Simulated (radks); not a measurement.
Species: Sc3.5+. Configuration: [Ne] 3s2 3p(up 3, down 2.5) (fractional occupations, a model configuration).

All-electron calculation, non-relativistic Kohn-Sham, LDA (Slater exchange, Perdew-Wang correlation), spin-polarised, spherical densities, point nucleus. Program: a radial shooting solver on a logarithmic mesh with Libxc functionals.

Energy parts (eV):
total: -20564.859
kinetic: 20535.960
electron-nucleus: -47986.576
Hartree: 7857.728
exchange-correlation: -971.972

Orbitals (lengths in bohr, moments of r in powers of bohr):
| orbital | occ. | eigenvalue (eV) | <1/r> | <r^4> |
|---|---|---|---|---|
| 1s up | 1 | -4403.495 | 20.49 | 0.0001365 |
| 1s down | 1 | -4403.301 | 20.49 | 0.0001365 |
| 2s up | 1 | -512.9294 | 4.239 | 0.03576 |
| 2s down | 1 | -512.7360 | 4.239 | 0.03571 |
| 2p up | 3 | -432.2543 | 4.179 | 0.02869 |
| 2p down | 3 | -432.0149 | 4.179 | 0.02866 |
| 3s up | 1 | -95.3306 | 1.337 | 2.528 |
| 3s down | 1 | -94.6487 | 1.335 | 2.547 |
| 3p up | 3 | -74.1593 | 1.233 | 3.418 |
| 3p down | 2.5 | -73.5052 | 1.230 | 3.458 |

The highest occupied level is 3p down at -73.505 eV. Spin moment in Bohr magnetons: 0.5.
